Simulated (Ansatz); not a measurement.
The first iterations of a band of CH$_{2}$AlFO (6 atoms, charge 0, multiplicity 1).

Computed with RKS B3LYP/def2-SVP in Ansatz 0.2.0.

```
movable images  : 5
climbing image  : yes
spring          : 5.0 eV/Å²
optimiser       : quadratic models (default)
start path      : through a guess of the saddle point
force threshold : 0.05 eV/Å
iteration limit : 60
end points      : relaxed
```

Initial state:

```xyz
6
Properties=species:S:1:pos:R:3
F -0.447 -2.604 0.640
Al -0.206 -1.024 0.229
C 0.327 0.767 -0.041
O -0.883 0.204 -0.743
H 1.127 1.068 -0.735
H 0.083 1.588 0.650
```

Final state:

```xyz
6
Properties=species:S:1:pos:R:3
F -0.367 -1.996 0.723
Al -0.265 -0.330 0.724
C 0.662 0.477 -0.778
O -0.569 0.444 -1.043
H 1.337 0.897 -1.558
H -0.799 0.508 1.932
```

| iteration | highest image above the first end (eV) | largest band force component (eV/Å) |
| --- | --- | --- |
| 1 | 4.744 | 3.266 |
| 2 | 4.367 | 4.182 |
| 3 | 3.723 | 4.234 |
| 4 | 2.965 | 3.525 |

Problem. Does the band converge within its limit, and where does its top end?

Solution. The forces met the threshold. It ended after 14 iterations with the highest image 2.055 eV above the first end. Neighbouring images differ by up to 1.3 eV, so the band resolves the path poorly. A vibrational analysis at the climbing image gives one clearly imaginary mode, 1074i cm⁻¹: a first-order saddle point. The orbitals stay closed-shell, which can raise the energy where a bond breaks towards radicals; this wasn't checked here.

Run time: 2.5 min on 1 thread of Arm Neoverse V1 (shared host), peak memory 0.13 GiB.
